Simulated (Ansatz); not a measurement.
Ansatz (a first-principles code) input:

Ansatz 0.2 input:
```yaml
crystal:
  periodic: [false, false, false]
  atoms:
    - {symbol: Cd, position_ang: [0.75928621, 0.05687892, -0.07853786]}
    - {symbol: Br, position_ang: [-0.80994822, 1.80832068, -1.40510809]}
    - {symbol: Br, position_ang: [-0.23135859, -1.88632606, 1.51281715]}
basis:
  gaussian:
    orbitals: def2-TZVP
hamiltonian:
  xc: b3lyp
  dispersion: d3bj
total_charge: -1
magnetization: {spin_polarized: true, initial_magnetization: 1}
phonons: {temperatures: {t_min: 298.15, t_max: 298.15, t_step: 100}}
```

Question: Which total energy does the run end on?

Answer: -5316.37076 Eh (B3LYP-D3(BJ)/def2-TZVP). The basis has 136 functions.

The spin state was set by rule; other spins were not relaxed.
